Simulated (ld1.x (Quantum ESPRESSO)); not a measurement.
# Configuration tests for Kr (TM)

- Element: krypton (Kr)
- Generator: ld1.x (Quantum ESPRESSO) 7.5
- Type: norm-conserving Troullier–Martins (Kleinman–Bylander form)
- Functional: PBE
- Relativity: scalar-relativistic
- Frozen core: [Ar] 3d10
- Valence charge: 8
- Reference configuration: 4s2 4p6
- Partial waves: 4s (bound): rc 1.15 bohr; 4p (bound): rc 1.65 bohr; 4d channel at 0.25 Ry: rc 1.80 bohr
- Local potential: all-electron potential smoothed inside 1.55 bohr (lloc = -1)
- Core correction: none

Energies are relative to the spin-unpolarised reference configuration 4s2 4p6; without spin polarisation the order of configurations can differ from experiment.

| valence configuration | charge | ΔE all-electron (eV) | error AE − PS (meV) |
| --- | --- | --- | --- |
| 4s2 4p5 | +1 | 14.289 | -0.3 |
| 4s2 4p4 | +2 | 39.464 | +5.6 |
| 4s1 4p6 | +1 | 28.797 | +9.7 |
| 4s2 4p5.5 | +0.5 | 5.856 | -0.6 |
| 4s2 4p2 | +4 | 126.348 | +61 |

What are ΔE and the potential's error for 4s2 4p3?

ΔE = 76.538 eV all-electron; the error (AE − PS) is +23 meV.

Levels in the configuration 4s1 4p6:

```
level  all-electron (eV)  pseudo (eV)
   4s            -34.772      -34.744
   4p            -20.189      -20.179
```
